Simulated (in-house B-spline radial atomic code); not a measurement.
The numbers below are computed, except where a source is named.
**Making a Troullier-Martins p channel for Ga, r_c = 0.49 bohr**

Ga, [Ar] 3d10 4s2 4p1, non-relativistic PBE, spherical and spin-unpolarised, from an all-electron radial atomic-structure program (B-spline basis) (atomic units). The all-electron 3p level is ε = -3.591566 hartree, its outermost node lies just inside 0.25 bohr and its outer maximum at 0.57 bohr.

Inside r_c the pseudo-orbital is u(r) = r^2 exp(p(r)), with p = c0 + c2 r² + c4 r⁴ + … + c12 r¹². The seven coefficients follow from p and its first four derivatives at r_c, from zero curvature of the screened potential at the origin, c4 = −c2²/(2l + 5), and from the norm inside r_c. At r_c the all-electron orbital has P = 1.248601, P' = 1.54584, the screened potential V = -17.12399, V' = 71.1181, V'' = -378.9559, and the norm inside is Q = 0.2345401.

(1) What are p, p' and p'' at r_c?

For a trial c2 the five matching conditions are linear in c0, c6, c8, c10 and c12, and c2 is varied until the norm inside r_c equals Q. The root nearest zero gives:

```csv
n,c_n
0,2.721572
2,-9.347682
4,-12.48274
6,700.6943
8,-4551.984
10,11930.38
12,-11479.83
```

(2) Check c4 and p(r_c), and find the screened pseudopotential at the origin.

Orbitals and screened potentials:

```tsv
r (bohr)	P	u	V all-electron	V pseudo
0.049	-0.3669	0.03569	-523.2	-50.22
0.122	-0.6887	0.1968	-166.3	-46.78
0.196	-0.3496	0.4129	-84.38	-33.82
0.27	0.2204	0.6193	-50.78	-15.93
0.343	0.7207	0.8323	-33.55	-7.835
0.416	1.063	1.071	-23.62	-15.08
0.49	1.249	1.249	-17.12	-17.12
```

Logarithmic derivatives P'/P at R = 0.79 bohr, for energies E around ε:

| E − ε (hartree) | all-electron | pseudo |
| --- | --- | --- |
| -0.5 | -0.905352 | -0.905923 |
| -0.25 | -1.17268 | -1.17285 |
| -0.1 | -1.34258 | -1.34262 |
| 0 | -1.46016 | -1.46018 |
| 0.1 | -1.58141 | -1.58145 |
| 0.25 | -1.77061 | -1.77081 |
| 0.5 | -2.10736 | -2.10824 |

(3) With P(R) = 1.080224 and a norm of 0.6965247 inside R, what slope in energy does norm conservation fix?

Answers

(1) p = ln(P/r_c^2) = ln(1.248601/0.2401) = 1.64872. p' = P'/P − 2/r_c = 1.23806 − 4.08163 = -2.84358. The radial equation gives p'' = 2(V − ε) − 2(2) p'/r_c − p'² = -27.06485 − (-23.21286) − 8.08592 = -11.93791. Differentiating, p''' = 2V' + 2(2)p'/r_c² − 2(2)p''/r_c − 2p'p'' = 124.42, and p'''' = 2V'' − 4(2)p'/r_c³ + 4(2)p''/r_c² − 2(2)p'''/r_c − 2p''² − 2p'p''' = -1555.4.

(2) −c2²/7 = -12.4827, as listed. The terms c_n r_c^n are 2.72157, -2.24438, -0.71960, 9.69851, -15.12758, 9.51952, -2.19932, which sum to 1.64872. Inverting the radial equation, V_l(r) = ε + 2 p'/r + (p'' + p'²)/2, so V_l(0) = ε + (2l + 3) c2 = -3.591566 + 5 × (-9.34768) = -50.3300 hartree, finite where the all-electron potential diverges.

(3) d(P'/P)/dE = −2 × (norm inside R)/P(R)² = -1.1938 per hartree·bohr at E = ε, for both atoms, since orbital and norm agree at R. Differences over ±0.1 hartree give -1.1941 (all-electron) and -1.1942 (pseudo), which also hold third-order terms. Half a hartree below ε the two curves differ by -0.0006.
